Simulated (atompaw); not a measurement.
## Before and after: PAW (atompaw) potential for magnesium (Mg)

magnesium (Mg), PAW, made with atompaw 4.2.0.5 (PBE, scalar-relativistic). Core [Ne], reference 3s1.5 3p0.5. Waves: 3s (bound): rc 2.85 bohr; 3s channel at 0.55 Ry: rc 2.85 bohr; 3p (bound): rc 2.85 bohr; 3p channel at 0.2 Ry: rc 2.85 bohr. Local part: troulliermartins scheme with l = 2 at 0.5 Ry, radius 2.30 bohr. Core correction: smooth core density matched at 1.80 bohr. Augmentation charge: sinc compensation charge, radius 2.85 bohr; PAW radius 2.85 bohr; waves and projectors: custom rrkj gramschmidtortho.

Change: local potential troulliermartins scheme with l = 2 at 0.5 Ry, radius 1.66 bohr.

Cutoffs: the cutoffs (Ry, on a coarse ladder) from which the occupation-weighted sum of valence levels, in a spherical-Bessel basis at the reference potential, stays within 10 and 1 mRy of its value at 400 Ry; they do not see the model core or the augmentation charge, which bear on the density cutoff.

**Question.** What does the change do?

**Answer.** Both files are so soft that the ladder of cutoffs tells neither apart; neither file shows a bound ghost.

```csv
quantity,base,changed
"cutoff, loose",6 Ry,6 Ry
"cutoff, tight",6 Ry,6 Ry
bound ghosts,none,none
s: phases at 2.86 bohr within 0.05 rad from the reference energy up to (Ry; the scan ends near 5),2.3,1.7
p: phases at 2.86 bohr within 0.05 rad from the reference energy up to (Ry; the scan ends near 5),2.9,2.8
lowest overlap eigenvalue by channel,"s 0.39, p 0.77","s 0.24, p 0.69"
```

 The cutoffs see the waves, projectors and local potential, not the compensation charge or the core.
